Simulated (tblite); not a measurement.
Species: C6H13N2Si (charge +1).
Cartesian coordinates in Å at the GFN2-xTB level; atoms count from 1:
```
atom  x, y, z in Å
C1     0.2249    2.0268    1.0901
N2    -0.3348    0.8667    0.4509
C3    -1.5179    0.3157    0.7340
N4    -1.7155   -0.7316   -0.0550
C5    -2.8642   -1.5961   -0.0665
C6    -0.6296   -0.8562   -0.8699
C7     0.2508    0.1496   -0.5631
C8     1.5850    0.4273   -1.0992
Si9    2.9706   -0.5343   -0.1285
H10    0.3437    2.8360    0.3681
H11   -0.4377    2.3601    1.8851
H12    1.2011    1.7889    1.5117
H13   -2.2008    0.6684    1.4815
H14   -3.5592   -1.2986    0.7151
H15   -3.3666   -1.5394   -1.0331
H16   -2.5558   -2.6281    0.1028
H17   -0.5498   -1.6308   -1.6039
H18    1.7957    1.4937   -1.0698
H19    1.6262    0.1096   -2.1385
H20    2.6646   -1.9520   -0.2930
H21    2.8214   -0.1495    1.2785
H22    4.2374   -0.1070   -0.6982
```

Computed with GFN2-xTB (tblite): harmonic, unscaled wavenumbers at the GFN2-xTB geometry, gas phase. Errors from tens to a few hundred cm⁻¹ against measured bands are possible. Modes of hydrogen on silicon can be 10 to 20 % off. One conformer, not necessarily the lowest.

Harmonic wavenumbers (cm⁻¹): 63.4, 67.5, 85.3, 100.4, 115.7, 186.3, 224.3, 268.5, 275.9, 351.9, 448.6, 500.8, 521.3, 594.4, 607.8, 628.9, 669.3, 703.3, 733.0, 744.2, 765.3, 775.3, 779.3, 791.1, 850.9, 1032.3, 1056.1, 1059.2, 1080.6, 1092.2, 1097.1, 1137.6, 1165.4, 1187.2, 1199.3, 1348.7, 1402.0, 1405.3, 1412.6, 1436.5, 1437.7, 1439.2, 1441.6, 1454.5, 1473.4, 1553.2, 1583.2, 2252.3, 2313.5, 2369.4, 3008.2, 3012.6, 3022.5, 3025.3, 3027.4, 3028.4, 3058.9, 3059.3, 3173.1, 3201.3.

A = 2335, B = 877.9, C = 708.8 MHz; mass 141.085 u (most abundant isotopes); point group C1, symmetry number 1.

Task: Zero-point energy?

Result: ½Σν̃ = 38950 cm⁻¹ = 465.94 kJ/mol.

Task: Give the ideal-gas entropy at 298.15 K and 1 bar in the rigid-rotor, harmonic-oscillator model (classical rotation).

Result: Translation 170.58, rotation 124.61, vibration 141.71: S = 436.9 J/(mol K).

Task: And Cp and H(298.15 K) − H(0)?

Result: Cp = 182.68 J/(mol K), of which vibrations give 149.43 (their classical limit is 60 R = 498.9); H(298.15 K) − H(0) = 32.25 kJ/mol without the zero-point energy, 22.33 from vibrations.

Task: Which modes carry the vibrational entropy at 298.15 K?

Result: 63.4 cm⁻¹: 18.19; 67.5 cm⁻¹: 17.68; 85.3 cm⁻¹: 15.75; 100.4 cm⁻¹: 14.42; 115.7 cm⁻¹: 13.27; 186.3 cm⁻¹: 9.47 J/(mol K); the other 54 give 52.93 together.

Task: How do the functions run with temperature in this model?

Result: 
| T (K) | S (J/(mol K)) | Cp (J/(mol K)) | H − H(0) (kJ/mol) | G − H(0) (kJ/mol) | ln q(vib) |
| --- | --- | --- | --- | --- | --- |
| 100 | 301.0 | 86.4 | 5.90 | -24.20 | 1.98 |
| 200 | 374.7 | 132.5 | 16.79 | -58.15 | 5.06 |
| 300 | 438.0 | 183.6 | 32.58 | -98.83 | 8.09 |
| 500 | 554.1 | 273.9 | 78.79 | -198.25 | 14.12 |
| 800 | 703.7 | 361.6 | 175.30 | -387.64 | 22.83 |
| 1000 | 788.7 | 399.7 | 251.63 | -537.05 | 28.25 |

q(vib) and H(0) count from the zero-point level.

Hindered rotation and anharmonicity are outside this model. Other conformers, if any are populated, would add a mixing term that is left out. The structure is chiral; the term R ln 2 for an equal mix with its mirror image is left out.
